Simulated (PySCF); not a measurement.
Spectrum to structure. Level of theory: TDDFT PBE0/def2-SVPD, vertical, gas phase, core orbitals frozen in the response (PySCF). Geometries: GFN2-xTB, one conformer each.

```csv
state,λ (nm),f
S1,171.7,0.0017
S2,165.9,0.017
S3,158.8,0.0089
S4,155.9,0.0053
S5,155.1,0.0024
S6,149.2,0.015
```

Task: Which structure fits? All have the formula C6H7F.
A. `C=C(C#CC)CF`
B. `FC1[C@@H]2[C@H](CC=1)C2`
C. `F[C@]12C[C@@H]3[C@H](C1)[C@@H]32`
D. `C=CC(=C)C(=C)F`
E. `FC1=CCC=CC1`

Result: C. Its S1, at 7.22 eV, is the highest among the candidates; the nearest of the others has S1 at 6.45 eV. S1 is HOMO→LUMO (91%). Löwdin shares by element: HOMO carbon 69% or more (atoms not listed hold the other 31%); LUMO carbon 26% or more, hydrogen 23% or more (atoms not listed hold the other 51%). At the same level the other candidates give, for their lowest levels:
- `C=CC(=C)C(=C)F`: 241 nm (f 0.258); 229 nm (f 0.057); 210 nm (f 0.168); 187 nm (f 0.003); 178 nm (f 0.153); T1 2.96 eV; HOMO -6.81, LUMO -1.31 eV
- `C=C(C#CC)CF`: 229 nm (f 0.000); 219 nm (f 0.291); 200 nm (f 0.002); 195 nm (f 0.001); 176 nm (f 0.000); T1 3.50 eV; HOMO -6.88, LUMO -0.67 eV
- `FC1=CC[C@@H]2C[C@H]12`: 192 nm (f 0.076); 189 nm (f 0.074); 184 nm (f 0.013); 176 nm (f 0.009); 170 nm (f 0.006); T1 4.22 eV; HOMO -6.69, LUMO 0.51 eV
- `FC1=CCC=CC1`: 209 nm (f 0.001); 190 nm (f 0.001); 187 nm (f 0.019); 174 nm (f 0.002); 174 nm (f 0.001); T1 4.36 eV; HOMO -6.88, LUMO 0.23 eV
Triplets come from the Tamm–Dancoff approximation.
